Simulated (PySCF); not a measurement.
# Correlation energy of Se²⁺ (selenium, charge +2)

[Ar] 3d10 4s2 4p2, high-spin 3P determinant. All numbers are calculated (PySCF 2.14, scalar relativity by spin-free X2C-1e, in x2c-TZVPall (6s5p4d1f, 48 functions)). Frozen: [Ar] 3d10; 4 electrons correlated.

MP2 pair energies summed by pair of shells (mhartree):

| pair | energy | share (%) |
| --- | --- | --- |
| 4s-4p | -35.56 | 62.6 |
| 4s-4s | -15.61 | 27.5 |
| 4p-4p | -5.61 | 9.9 |

Total MP2 correlation energy: -56.77 mhartree.

Same-spin part -9.28 and opposite-spin part -47.50 mhartree; SCS-MP2 scales them by 1/3 and 6/5 to -60.09 mhartree.

| level | correlation energy (mhartree) |
| --- | --- |
| CCSD | -72.43 |
| (T) | -1.49 |
| CCSD(T) | -73.92 |

Diagnostics: T1 = 0.0062, D1 = 0.0167, largest double amplitude 0.092.

Cost of the coupled-cluster step: 0.53 s of wall time on 1 thread of Neoverse-V1 (shared host), for 4 correlated electrons.

Iterations:

```
CC2 = 0
CCSD nocc = (np.int64(3), np.int64(1)), nmo = (34, 34)
frozen orbitals [[0, 1, 2, 3, 4, 5, 6, 7, 8, 9, 10, 11, 12, 13], [0, 1, 2, 3, 4, 5, 6, 7, 8, 9, 10, 11, 12, 13]]
max_cycle = 100
direct = 0
conv_tol = 1e-08
conv_tol_normt = 1e-06
diis_space = 8
diis_start_cycle = 0
Init t2, MP2 energy = -0.0567736464171973
Init E_corr(UCCSD) = -0.0567736464189999
cycle = 1  E_corr(UCCSD) = -0.0680956021456485  dE = -0.0113219557  norm(t1,t2) = 0.0391678
cycle = 2  E_corr(UCCSD) = -0.0709435602469073  dE = -0.0028479581  norm(t1,t2) = 0.0138626
cycle = 3  E_corr(UCCSD) = -0.0724483272841178  dE = -0.00150476704  norm(t1,t2) = 0.00588717
cycle = 4  E_corr(UCCSD) = -0.0724275351339075  dE = 2.07921502e-05  norm(t1,t2) = 0.000872219
cycle = 5  E_corr(UCCSD) = -0.0724325837053737  dE = -5.04857147e-06  norm(t1,t2) = 0.000104016
cycle = 6  E_corr(UCCSD) = -0.0724315751949081  dE = 1.00851047e-06  norm(t1,t2) = 1.90288e-05
cycle = 7  E_corr(UCCSD) = -0.0724320349183604  dE = -4.59723452e-07  norm(t1,t2) = 2.20616e-06
cycle = 8  E_corr(UCCSD) = -0.0724319131110074  dE = 1.21807353e-07  norm(t1,t2) = 4.22042e-07
cycle = 9  E_corr(UCCSD) = -0.0724319183413792  dE = -5.23037184e-09  norm(t1,t2) = 7.27768e-08
UCCSD converged
E(UCCSD) = -2427.05867017028  E_corr = -0.07243191834137923
UCCSD(T) correction = -0.00149103428730079
```
